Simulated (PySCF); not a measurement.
Molecule: SMILES S[Si](F)(F)F, F$_{3}$HSSi.

Numbering as in the mapped SMILES `[F:1][Si:2]([F:3])([F:4])[SH:5]`. Each H is labelled by its parent atom.

Geometry PBE0-D3(BJ)/def2-SVP throughout; GIAO in PySCF, gas phase, one conformer, non-relativistic; equivalent atoms averaged; functional PBE0.

Question: How do the absolute shieldings σ depend on the basis set? (ppm; last column core-seconds on shared hosts with different chips, so compare them loosely)

Answer: 
| basis set | functions | F1/F3/F4 | Si2 | S5 | H(S5) | core-s |
| --- | --- | --- | --- | --- | --- | --- |
| STO-3G | 34 | 477.1 | 507.6 | 915.5 | 34.37 | 1.9 |
| 6-31G | 55 | 321.0 | 421.0 | 743.3 | 32.03 | 3.4 |
| pcSseg-0 | 55 | 328.8 | 347.0 | 779.5 | 32.21 | 2.7 |
| 6-31G* | 80 | 310.5 | 447.3 | 742.0 | 31.45 | 4.7 |
| def2-SVP | 83 | 310.7 | 457.9 | 770.9 | 30.88 | 4.2 |
| cc-pVDZ | 83 | 306.4 | 459.3 | 763.2 | 30.84 | 4.6 |
| pcSseg-1 | 104 | 300.4 | 398.9 | 729.9 | 30.25 | 8.9 |
| aug-cc-pVDZ | 132 | 318.0 | 451.9 | 762.4 | 30.67 | 8.1 |
| 6-311+G(2d,p) | 157 | 304.2 | 395.3 | 724.8 | 30.69 | 9.8 |
| cc-pVTZ | 172 | 300.3 | 406.8 | 745.6 | 30.61 | 12 |
| def2-TZVP | 173 | 297.3 | 389.0 | 719.3 | 30.66 | 12 |
| IGLO-III | 203 | 299.8 | 402.7 | 728.7 | 30.56 | 13 |
| pcSseg-2 | 208 | 301.3 | 396.6 | 729.1 | 30.33 | 13 |

Question: Which nucleus moves most, in ppm?

Answer: S5 (sulfur bonded to Si, H): from 719.3 ppm with def2-TZVP to 915.5 ppm with STO-3G. The smallest spread is 4.12 ppm, at H(S5).

Question: Taking the largest basis, pcSseg-2 (208 functions), as the yardstick, rank the others by their worst heavy-atom deviation.

Answer: pcSseg-1 2.4 ppm (104 functions), 6-311+G(2d,p) 4.3 ppm (157 functions), IGLO-III 6.1 ppm (203 functions), def2-TZVP 9.8 ppm (173 functions), cc-pVTZ 16.5 ppm (172 functions), 6-31G 24.4 ppm (55 functions), pcSseg-0 50.4 ppm (55 functions), 6-31G* 50.7 ppm (80 functions), aug-cc-pVDZ 55.3 ppm (132 functions), def2-SVP 61.3 ppm (83 functions), cc-pVDZ 62.7 ppm (83 functions), STO-3G 186.4 ppm (34 functions).

A small basis that lands close on one nucleus may do so by chance; judge by the trend and by all nuclei.
